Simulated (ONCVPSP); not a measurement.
# silicon (Si): one change to an ONCV potential, before and after

```
Element                 : Si (Z = 14)
Generator               : ONCVPSP 4.0.1
Type                    : optimised norm-conserving Vanderbilt (ONCV)
Functional              : PBEsol
Relativity              : fully relativistic
Frozen core             : [Ne]
Valence charge          : 4
Reference configuration : 3s2 3p1.5 (charge +0.5)
Partial waves           : 3s: rc 1.60 bohr, ncon 4, nbas 8, qcut 4.7 1/bohr, 2 projectors, debl 1.4 Ha; 3p: rc 2.35 bohr, ncon 4, nbas 8, qcut 3.6 1/bohr, 1 projector
Local potential         : polynomial inside 1.15 bohr (lpopt 5, dvloc0 0 Ha)
Core correction         : Teter function fitted to the true core (icmod 2), fcfact 0.75
```

Open shells are filled in proportion to 2j + 1.

Change: p: rc 2.18.

Cutoffs: the cutoffs (Ha) at which the residual kinetic energy of the hardest occupied pseudo-wave falls to 1 and 0.1 mHa per electron; they do not see the model core or the augmentation charge, which bear on the density cutoff. Errors are all-electron minus pseudo energies relative to the spin-unpolarised reference configuration.

Q: What does the change do?

A: The potential gets neither clearly harder nor softer (8.2 Ha and 10 Ha → 8.2 Ha and 10 Ha); of the 4 tests that both files solve, the error grows in 1 and shrinks in 0 by more than 15 % and 0.3 meV (median size 2.1 → 3.5 meV); neither file shows a bound ghost.

| quantity | base | changed |
| --- | --- | --- |
| cutoff, loose | 8.2 Ha | 8.2 Ha |
| cutoff, tight | 10 Ha | 10 Ha |
| loose cutoff by channel | s 8.2 Ha, p 3.2 Ha | s 8.2 Ha, p 3.2 Ha |
| bound ghosts | none | none |
| GHOST(+) flags under 300 eV | s at 87.6 eV | s at 87.6 eV |
| error for 3s2 3p2, meV [ΔE -2.91 eV] | +0.4 | +0.4 |
| error for 3s2 3p1, meV [ΔE 4.80 eV] | +0.5 | +0.7 |
| error for 3s2 3p0, meV [ΔE 20.77 eV] | +3.7 | +6.3 |
| error for 3s1 3p2, meV [ΔE 12.21 eV] | +7.6 | +6.5 |
| s: phases at 1.63 bohr within 0.05 rad from the reference energy up to (Ha; the scan ends near 5) | 3.0 | 3.0 |
| rms error of d²Exc/dni dnj with the model core, mHa | 5.95 | 5.96 |
